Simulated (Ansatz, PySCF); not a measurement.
C4H5BF2, SMILES C1(=C)C[C@H](B1F)F. Atoms are numbered in the order given.

```xyz
12

C      2.4102    -0.3699    -0.4666
C      1.1358    -0.2073    -0.0967
C      0.3301    -0.7585     1.0760
C     -1.0223    -0.4737     0.3678
F     -2.0310     0.0341     1.1400
B     -0.1811     0.4321    -0.6388
F     -0.4751     1.3975    -1.4813
H      2.7944     0.1010    -1.3768
H      3.1169    -0.9755     0.1126
H      0.4250    -0.1086     1.9632
H      0.5220    -1.7991     1.3839
H     -1.3798    -1.3954    -0.1314
```
Charge 0, spin multiplicity 1.

Geometry optimised at PBE0-D3(BJ)/def2-SVP. The structure was generated by enumeration; whether it is a known compound was not checked.

Two levels are set side by side: PBE-D3(BJ)/def2-SVP (Ansatz, a quantum-chemistry and plane-wave program) and PBE0-D3(BJ)/def2-SVP (Ansatz). Each level has its own optimised geometry; the coordinates shown are those of the second. Frequencies come from the Hessian of PySCF at each geometry. Differences are taken from unrounded values.

```
quantity                            PBE0-D3(BJ)
----------------------------------  -----------
mean bond length (Å)                      1.313
bond C1–C2 (Å)                            1.337
bond C2–C3 (Å)                            1.526
bond C2–B6 (Å)                            1.561
bond C3–C4 (Å)                            1.553
bond C4–F5 (Å)                            1.368
bond C4–B6 (Å)                            1.594
bond B6–F7 (Å)                            1.315
bond C1–H8 (Å)                            1.094
bond C1–H9 (Å)                            1.096
bond C3–H10 (Å)                           1.104
bond C3–H11 (Å)                           1.102
bond C4–H12 (Å)                           1.108
highest harmonic wavenumber (cm⁻¹)         3248
mean harmonic wavenumber (cm⁻¹)            1260
zero-point energy (kcal/mol)              54.05
```

Task: What does PBE-D3(BJ) give, and how far is it from PBE0-D3(BJ)? (The exact figures need the calculation; the answer reports its results.)

Result: 
```csv
quantity,PBE-D3(BJ),PBE-D3(BJ) minus PBE0-D3(BJ)
mean bond length (Å),1.323,0.010
bond C1–C2 (Å),1.348,0.011
bond C2–C3 (Å),1.534,0.008
bond C2–B6 (Å),1.566,0.005
bond C3–C4 (Å),1.567,0.014
bond C4–F5 (Å),1.384,0.016
bond C4–B6 (Å),1.601,0.007
bond B6–F7 (Å),1.327,0.013
bond C1–H8 (Å),1.103,0.008
bond C1–H9 (Å),1.105,0.008
bond C3–H10 (Å),1.112,0.008
bond C3–H11 (Å),1.110,0.009
bond C4–H12 (Å),1.117,0.009
highest harmonic wavenumber (cm⁻¹),3150,-98
mean harmonic wavenumber (cm⁻¹),1214,-47
zero-point energy (kcal/mol),52.05,-2.00
```

Exact exchange shortens and stiffens bonds; PBE has none. Differences between two approximate levels are no errors against the true value.
